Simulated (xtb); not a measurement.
C (SMILES [C-]), charge -1, quartet. Base run: GFN2-xTB run with xtb.

The xtb input:
```
$ xtb mol.xyz --gfn 2 --chrg -1 --uhf 3 --json

# file mol.xyz
1

C      0.00000000     0.00000000     0.00000000
```

Each row names what was changed in the base input (with any setting that the change needs).

```json
[
 {"change": "base", "ΔE vs base (mEh)": "0.000", "SCF cycles": "44"},
 {"change": "etemp = 1000", "ΔE vs base (mEh)": "0.000", "SCF cycles": "41"},
 {"change": "etemp = 5000", "ΔE vs base (mEh)": "-0.002", "SCF cycles": "19"},
 {"change": "acc = 0.1", "ΔE vs base (mEh)": "0.000", "SCF cycles": "54"},
 {"change": "file = coord", "ΔE vs base (mEh)": "0.000", "SCF cycles": "44"},
 {"change": "acc = 0.0001", "ΔE vs base (mEh)": "0.000", "SCF cycles": "85"},
 {"change": "acc = 30", "ΔE vs base (mEh)": "0.000", "SCF cycles": "29"}
]
```
